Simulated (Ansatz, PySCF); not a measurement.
Dimer: H2O (SMILES O) (first 3 atoms) with GeH4 (SMILES [GeH4]); geometry from B3LYP-D3(BJ)/def2-TZVP, rigid monomers moved along the line of their centres of mass till O1···Ge4 is 3.77 Å.
(charge 0, multiplicity 1):
```xyz
8

O      0.262    -0.124     0.401
H     -0.653     0.033     0.145
H      0.702     0.727     0.305
Ge    -0.227    -0.046     4.134
H     -0.457     0.038     5.656
H     -0.657     1.292     3.511
H     -1.080    -1.185     3.564
H      1.261    -0.296     3.866
```

Quantity: the interaction energy.

Counterpoise-corrected where a basis set is named; no monomer relaxation.

Correlated levels freeze the cores. Filled d and f shells under p-block atoms count as core. CBS: X⁻³ extrapolation of the correlation energy, Hartree–Fock from the larger set.

Run with Ansatz (Gaussian orbitals); PySCF for the dispersion terms. 

Costs are ratios of core time to PBE/def2-TZVPPD (roughly 2.2 s), for whole runs (searches for the state included, and forces where a run took them) on one shared machine, so rough; each difference counts from -4.6 kJ/mol (CCSD(T)/CBS(aug-cc-pVDZ, aug-cc-pVTZ), a level with limits of its own).

A star marks coupled-cluster runs past 200 virtual orbitals, where the program's memory plan changes under this machine's limit, so their costs aren't comparable with smaller runs.

| level | basis functions | cost |
|---|---|---|
| PBE/def2-TZVPPD | 196 | ×1 |
| PBE-D3(BJ)/def2-TZVPPD | 196 | ×1 |
| PBE0/def2-TZVPPD | 196 | ×2 |
| PBE0-D3(BJ)/def2-TZVPPD | 196 | ×2 |
| B3LYP/def2-TZVPPD | 196 | ×2 |
| B3LYP-D3(BJ)/def2-TZVPPD | 196 | ×2 |
| r2SCAN/def2-TZVPPD | 196 | ×2 |
| r2SCAN-D3(BJ)/def2-TZVPPD | 196 | ×2 |
| wB97X-V/def2-TZVPPD | 196 | ×3 |
| wB97M-V/def2-TZVPPD | 196 | ×4 |
| CCSD(T)/aug-cc-pVDZ | 113 | ×4 |
| CCSD(T)/aug-cc-pVTZ | 243 | ×100* |

Task: With a budget of 10 times the cost of PBE/def2-TZVPPD, which level comes closest?

Result: wB97M-V/def2-TZVPPD, at 0.0 kJ/mol; next is wB97X-V/def2-TZVPPD at -0.2 kJ/mol.

Each difference (kJ/mol): PBE/def2-TZVPPD 1.6; PBE-D3(BJ)/def2-TZVPPD -0.4; PBE0/def2-TZVPPD 1.7; PBE0-D3(BJ)/def2-TZVPPD -0.3; B3LYP/def2-TZVPPD 3.4; B3LYP-D3(BJ)/def2-TZVPPD 0.3; r2SCAN/def2-TZVPPD 0.6; r2SCAN-D3(BJ)/def2-TZVPPD -0.3; wB97X-V/def2-TZVPPD -0.2; wB97M-V/def2-TZVPPD 0.0; CCSD(T)/aug-cc-pVDZ 0.4; CCSD(T)/aug-cc-pVTZ 0.1.

Ansatz is an electronic-structure program.
